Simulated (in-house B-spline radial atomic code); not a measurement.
A calculation on Ti VI (Ti5+): its settings, and results tabulated from the run. Computed with a B-spline radial code for spherical atoms: scalar-relativistic (X2C) B3LYP, spin-polarised, spherical fractional occupations, Fermi nucleus of rms radius 3.5921 fm.

Command:
```bash
python run_scf.py task.json out
```
Settings (nuclear radius in fm, mass in u):
```
Z                22
configuration    [Ne] 3s2 3p5
hamiltonian      x2c
method           b3lyp
spin_polarised   True
nucleus          fermi
rms_radius       3.5921
atomic_mass      47.94794
speed_of_light   137.035999084
```

Output (hartree, bohr):
```
 radial grid: 66 intervals, B-splines of order 8, outer radius 12.1053 bohr

 iter        energy (Eh)    residual
    1        -842.401794    4.41e-01
    2        -846.199223    1.62e-01
    3        -846.594618    5.12e-02
    4        -846.642416    1.75e-02
    5        -846.647944    6.60e-03
    6        -846.648633    2.32e-04
    7        -846.648633    1.38e-05
    8        -846.648633    7.96e-07
    9        -846.648633    2.23e-08

 total energy                      -846.64863
 kinetic                             854.8287
 electron-nucleus                  -1964.5038
 Hartree                             302.9851
 exact exchange                       -7.7936
 exchange-correlation                -32.1651

 orbital      occ     eigenvalue          <r>       <r^2>       <1/r>     <1/r^2>       r_max
 1s up      1.000      -182.9765    0.0693277  0.00647709     22.0172     1019.59     0.04527
 1s down    1.000      -182.9575    0.0693221    0.006476     22.0187     1019.69     0.04527
 2s up      1.000       -23.1291     0.324039    0.124193     4.58808     92.4037      0.2686
 2s down    1.000       -23.1140     0.323944    0.124083     4.58798     92.3738      0.2686
 2p up      3.000       -19.6565     0.289125     0.10305     4.45975      27.514      0.2192
 2p down    3.000       -19.6322     0.289189    0.103069     4.45808     27.4928      0.2194
 3s up      1.000        -5.1348     0.953199     1.03885     1.48202      14.553      0.8468
 3s down    1.000        -5.0432     0.956044     1.04577     1.47752     14.4615      0.8475
 3p up      3.000        -4.1716     0.994085     1.14601     1.37354     4.17286      0.8654
 3p down    2.000        -4.0506       1.0005     1.16223     1.36547     4.12943      0.8678
```

Time taken, with all properties: 0.28 s on 1 thread of Arm Neoverse V1, with other jobs on the host.

Caution: exact exchange at fractional occupations of open shells leaves self-interaction of up to several eV.
